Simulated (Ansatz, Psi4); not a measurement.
# Worked example: the enthalpy of formation of BBr2Cl (dibromo(chloro)borane)

BBr2Cl has 4 atoms, charge 0, and is taken as a singlet. As SMILES, `ClB(Br)Br`. The shape is that of a PBE0-D4/def2-TZVP optimisation.

```tsv
atom	x (Å)	y (Å)	z (Å)
Cl	-0.2033	-1.6449	0.6335
B	-0.0048	-0.0390	0.0150
Br	1.2835	1.1237	0.7856
Br	-1.0754	0.5603	-1.4343
```

Total energies at PBE0/6-31G* (spherical functions) (Psi4 1.11); the atoms run unrestricted:

```
species    state   energy (Eh)
 BBr2Cl  singlet  -5632.056260
     Cl  doublet   -459.964996
      B  doublet    -24.609192
     Br  doublet  -2573.503709
```

Harmonic wavenumbers at PBE0-D4/def2-TZVP, in cm⁻¹: 166, 197, 350, 410, 841, 938.

Measured heats of formation of the gaseous atoms at 298.15 K, in kJ/mol: Cl 121.3, B 570.3, Br 111.9. Spin-orbit lowering of the atoms at 298 K (mean of the ground term's levels less their thermal mean, from spectra), in kJ/mol: Cl 3.44, B 0.00, Br 14.69. Take 1 Eh = 2625.50 kJ/mol, 1 cm⁻¹ = 0.0119627 kJ/mol, RT = 2.479 kJ/mol.

**Question.** Work out the heat of formation of the gas at 298 K.

**Answer.** 
1. Electronic atomisation energy: (-459.964996) + (-24.609192) + 2 × (-2573.503709) − (-5632.056260) = 0.474654 Eh = 1246.2 kJ/mol.
2. Zero-point energy: half the sum of the wavenumbers, 1451 cm⁻¹ = 17.4 kJ/mol.
3. Thermal vibrational enthalpy, Σ hcν̃/(exp(hcν̃/kT) − 1): 5.1 kJ/mol. Translation, rotation and pV of a non-linear molecule: 4 RT = 9.9 kJ/mol.
4. The 4 free atoms carry 5/2 RT each: 24.8 kJ/mol.
5. Spin-orbit coupling lowers the free atoms by 3.44 + 0.00 + 2 × 14.69 = 32.8 kJ/mol.
6. Atomisation enthalpy at 298 K: 1246.2 − 32.8 − 17.4 − 5.1 − 9.9 + 24.8 = 1205.8 kJ/mol.
7. Sum of the atoms' heats of formation: 915.4 kJ/mol. Heat of formation: 915.4 − 1205.8 = -290.4 kJ/mol.

The tabulated value is -272.0 kJ/mol (NIST-JANAF tables; in doubt: it rests on an older heat of the boron atom), so this level is off by -18.4 kJ/mol, or 1.6 % of the atomisation enthalpy that the table implies (1187.3 kJ/mol). Relativity is left out. Anharmonicity and any spin-orbit splitting of the molecule are left out.
